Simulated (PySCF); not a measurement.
A calculated (LDA, PySCF 2.14, aug-cc-pVDZ-DK, the spin-free X2C one-electron Hamiltonian (Gaussian nucleus)) atom or ion has these occupied shells.

```csv
shell,electrons,orbital energy (eV),"rms radius, mean of both spins (bohr)"
1s α,1,-7578.0,0.0649
1s β,1,-7577.9,0.0649
2s α,1,-905.91,0.278
2s β,1,-904.28,0.278
2p α,3,-778.36,0.249
2p β,3,-777.08,0.249
3s α,1,-111.78,0.834
3s β,1,-108.43,0.834
3p α,3,-75.431,0.890
3p β,3,-72.141,0.890
3d α,5,-18.304,1.20
3d β,2,-15.488,1.20
4s α,1,-13.664,2.76
```

(1) Name the element and its charge.

Results:

(1) Co⁺ (cobalt, charge +1), in [Ar] 3d7 4s1, high-spin 5F determinant (an excited configuration).
